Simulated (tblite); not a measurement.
Species: C₃H₇ClO₂S.
Numbering: `[CH3:1][CH2:2][CH2:3][S:4](=[O:5])(=[O:6])[Cl:7]` (hydrogens: H8, H9, H10 on C1; H11, H12 on C2; H13, H14 on C3)

Cartesian coordinates in Å at the GFN2-xTB level; atoms count from 1:
```
atom  x, y, z in Å
C1     1.521    0.661    0.431
C2     0.717    0.103   -0.737
C3    -0.270   -0.951   -0.295
S4    -1.689   -0.170    0.502
O5    -2.660   -1.163    0.829
O6    -1.316    0.773    1.504
Cl7   -2.467    0.908   -1.050
H8     2.110   -0.125    0.899
H9     0.859    1.091    1.176
H10    2.200    1.434    0.082
H11    0.169    0.909   -1.229
H12    1.398   -0.331   -1.474
H13    0.134   -1.627    0.454
H14   -0.707   -1.512   -1.115
```

Computed with GFN2-xTB (tblite): harmonic, unscaled wavenumbers at the GFN2-xTB geometry, gas phase. Against measured fundamentals such values can be off by several per cent, at times by over 20. One conformer, not necessarily the lowest.

Harmonic wavenumbers (cm⁻¹): 40.2, 140.1, 170.2, 210.1, 236.8, 272.1, 314.5, 327.0, 417.8, 440.9, 507.8, 685.3, 805.3, 828.2, 949.4, 976.8, 1049.4, 1123.4, 1133.9, 1170.0, 1196.4, 1254.1, 1288.9, 1336.1, 1404.6, 1419.3, 1471.7, 1496.2, 1496.3, 2968.9, 2996.0, 3017.1, 3033.0, 3039.3, 3056.0, 3079.1.

A = 2608, B = 1456, C = 1244 MHz; mass 141.986 u (most abundant isotopes); point group C1, symmetry number 1.

Problem. Zero-point energy?

Solution. Half the sum of the wavenumbers: 22676 cm⁻¹ = 64.83 kcal/mol.

Problem. Entropy at 200 K, 1 bar (ideal gas, RRHO, classical rotation)?

Solution. Translation 38.81, rotation 27.42, vibration 14.34: S = 80.6 cal/(mol K).

Problem. And Cp and H(200 K) − H(0)?

Solution. Cp = 24.60 cal/(mol K), of which vibrations give 16.66 (their classical limit is 36 R = 71.5); H(200 K) − H(0) = 3.21 kcal/mol without the zero-point energy, 1.62 from vibrations.

Problem. How do the functions run with temperature in this model?

Solution. 
| T (K) | S (cal/(mol K)) | Cp (cal/(mol K)) | H − H(0) (kcal/mol) | G − H(0) (kcal/mol) | ln q(vib) |
| --- | --- | --- | --- | --- | --- |
| 150 | 74.0 | 20.8 | 2.07 | -9.03 | 2.13 |
| 250 | 86.4 | 28.1 | 4.53 | -17.08 | 4.16 |
| 298.15 | 91.7 | 31.5 | 5.97 | -21.37 | 5.14 |
| 400 | 101.9 | 38.3 | 9.52 | -31.23 | 7.19 |
| 600 | 119.5 | 48.8 | 18.29 | -53.42 | 11.08 |
| 900 | 141.4 | 58.8 | 34.55 | -92.67 | 16.47 |

q(vib) and H(0) count from the zero-point level.

Problem. Which modes carry the vibrational entropy at 200 K?

Solution. 40.2 cm⁻¹: 4.46; 140.1 cm⁻¹: 2.05; 170.2 cm⁻¹: 1.70; 210.1 cm⁻¹: 1.35; 236.8 cm⁻¹: 1.15; 272.1 cm⁻¹: 0.94 cal/(mol K); the other 30 give 2.68 together.

Problem. What must be added to the electronic energy to get the Gibbs energy at 200 K and 1 bar?

Solution. ZPE + [H(200 K) − H(0)] − T·S = 64.83 + 3.21 − 16.11 = 51.93 kcal/mol.

Hindered rotation and anharmonicity are outside this model. Other conformers, if any are populated, would add a mixing term that is left out. The structure is chiral; the term R ln 2 for an equal mix with its mirror image is left out.
